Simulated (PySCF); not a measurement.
BiF$_{2}$ (SMILES [F][Bi][F]), doublet, geometry from GFN2-xTB (such geometries of metal compounds can be far from the true shape) (the spin is typed, not shown lowest) (core potentials on Bi); DF-PBE/def2-TZVP (PySCF).

Input for PySCF:
```python
from pyscf import gto, scf, dft

mol = gto.M(
    atom='''
Bi    0.21676949    0.09744039    0.08784468
F    -1.13429517    0.71672105   -1.36595467
F    -0.86480123   -1.61533800    0.55583154
''',
    basis='def2-tzvp',
    ecp={'Bi': 'def2-tzvp'},
    spin=1,
    verbose=4,
)

mf = dft.UKS(mol)
mf.xc = 'pbe'
mf = mf.density_fit(auxbasis='def2-universal-jkfit')
mf.kernel()
```

Q: Write the output that PySCF gives for this input, abridged.

A: 
```
PySCF version 2.14.0

[INPUT] verbose = 4
[INPUT] num. atoms = 3
[INPUT] num. electrons = 41
[INPUT] charge = 0
[INPUT] spin (= nelec alpha-beta = 2S) = 1
[INPUT] symmetry False subgroup None
[INPUT] Mole.unit = angstrom
[INPUT] Symbol           X                Y                Z      unit          X                Y                Z       unit  Magmom
[INPUT]  1 Bi     0.216769490000   0.097440390000   0.087844680000 AA    0.409634968262   0.184135650571   0.166002386700 Bohr   0.0
[INPUT]  2 F     -1.134295170000   0.716721050000  -1.365954670000 AA   -2.143507215717   1.354406492211  -2.581280224871 Bohr   0.0
[INPUT]  3 F     -0.864801230000  -1.615338000000   0.555831540000 AA   -1.634237476887  -3.052546418603   1.050369381995 Bohr   0.0

nuclear repulsion = 119.503397502065
number of shells = 38
number of NR pGTOs = 183
number of NR cGTOs = 112
basis = def2-tzvp
ecp = {'Bi': 'def2-tzvp'}

******** <class 'pyscf.df.df_jk.DFUKS'> ********
method = DFUKS
initial guess = minao
damping factor = 0
level_shift factor = 0
DIIS = <class 'pyscf.scf.diis.CDIIS'>
diis_start_cycle = 1
diis_space = 8
diis_damp = 0
SCF conv_tol = 1e-09
SCF conv_tol_grad = None
SCF max_cycles = 50
direct_scf = False
number electrons alpha = 21  beta = 20
XC library pyscf.dft.libxc version 7.1.2
    S. Lehtola, C. Steigemann, M. J. T. Oliveira, and M. A. L. Marques,  SoftwareX 7, 1–5 (2018)
XC functionals = pbe
    J. P. Perdew, K. Burke, and M. Ernzerhof,  Phys. Rev. Lett. 77, 3865 (1996)
    J. P. Perdew, K. Burke, and M. Ernzerhof,  Phys. Rev. Lett. 78, 1396 (1997)
    J. P. Perdew, K. Burke, and M. Ernzerhof,  Phys. Rev. Lett. 77, 3865 (1996)
    J. P. Perdew, K. Burke, and M. Ernzerhof,  Phys. Rev. Lett. 78, 1396 (1997)
radial grids:
    Treutler-Ahlrichs [JCP 102, 346 (1995); DOI:10.1063/1.469408] (M4) radial grids

becke partition: Becke, JCP 88, 2547 (1988); DOI:10.1063/1.454033
pruning grids: <function nwchem_prune>
grids dens level: 3
symmetrized grids: False
atomic radii adjust function: <function treutler_atomic_radii_adjust>
small_rho_cutoff = 0
Set gradient conv threshold to 3.16228e-05
tot grids = 51968
init E= -379.910437110501

cycle= 1 E= -413.236752649493  delta_E= -33.3  |g|=  1.7  |ddm|=    8
cycle= 2 E= -412.788252778757  delta_E= 0.448  |g|= 2.17  |ddm|= 5.31
cycle= 3 E= -414.20275110367  delta_E= -1.41  |g|= 0.586  |ddm|= 2.53
cycle= 4 E= -414.245069311421  delta_E= -0.0423  |g|=  0.4  |ddm|= 0.502
cycle= 5 E= -414.299556579449  delta_E= -0.0545  |g|= 0.0791  |ddm|= 0.306
cycle= 6 E= -414.302033206692  delta_E= -0.00248  |g|= 0.0173  |ddm|= 0.0618
cycle= 7 E= -414.302143792289  delta_E= -0.000111  |g|= 0.00342  |ddm|= 0.0161
cycle= 8 E= -414.302149145799  delta_E= -5.35e-06  |g|= 0.000399  |ddm|= 0.00321
cycle= 9 E= -414.302149218036  delta_E= -7.22e-08  |g|= 0.000111  |ddm|= 0.000468
cycle= 10 E= -414.302149210827  delta_E= 7.21e-09  |g|= 0.0002  |ddm|= 0.000183
cycle= 11 E= -414.302149224671  delta_E= -1.38e-08  |g|= 2.26e-05  |ddm|= 0.000117
cycle= 12 E= -414.302149224895  delta_E= -2.24e-10  |g|= 5.23e-06  |ddm|= 2.41e-05
Extra cycle  E= -414.302149224834  delta_E= 6.14e-11  |g|= 1.43e-05  |ddm|= 1.36e-05
converged SCF energy = -414.302149224834  <S^2> = 0.75160617  2S+1 = 2.0016055
```
